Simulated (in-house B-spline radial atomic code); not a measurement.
Functionals against ionisation energies along an isoelectronic series: Sc to Fe⁵⁺

Ionisation energies as differences of self-consistent total energies from an all-electron radial atomic-structure program (B-spline basis): all electrons, radial basis limit, scalar-relativistic (one-electron X2C), spin-polarised at highest spin, spherical densities; exact exchange is averaged over the determinants of each configuration. No spin-orbit coupling, Breit or QED terms. NIST's values run from ground level to ground level, so in open shells the differences also hold multiplet and fine-structure energies that spherical high-spin averages miss. Columns give computed minus NIST, in eV; a star marks a semi-empirical value. Species are left out where the tabulated value is theory, is uncertain by more than 0.12 eV, or (13 ions, such as In⁴⁺, Te⁴⁺ and Bi⁴⁺) lies off its series for all methods alike, which flatters the means a little.

```tsv
species	shell	NIST (eV)	BLYP	RPBE	HSE06	OLYP
Sc	4s	6.56	-0.05	-0.12	-0.20	-0.22
Ti⁺	4s	13.58	?	?	?	?
V²⁺	3d	29.31	+0.48	+0.50	+0.38	+0.66
Cr³⁺	3d	49.16 ± 0.05*	+0.31	+0.33	+0.27	+0.66
Mn⁴⁺	3d	72.41 ± 0.1*	+0.34	+0.37	+0.33	+0.85
Fe⁵⁺	3d	98.98 ± 0.01	+0.45	+0.47	+0.46	+1.09
```

(1) What are the differences for Ti⁺ ([Ar] 3d2 4s1)?

(2) How do the methods rank, and which species is hardest?

## Answers

(1) BLYP +0.47; RPBE +0.37; HSE06 +0.32; OLYP +0.09 eV.

(2) Mean absolute (signed) differences: HSE06 0.33 (+0.26) eV; BLYP 0.35 (+0.33) eV; RPBE 0.36 (+0.32) eV; OLYP 0.59 (+0.52) eV. For Fe⁵⁺, which loses a 3d electron, the nearest method is off by +0.45 eV, the largest such miss. The first two are tied within the accuracy of the references.
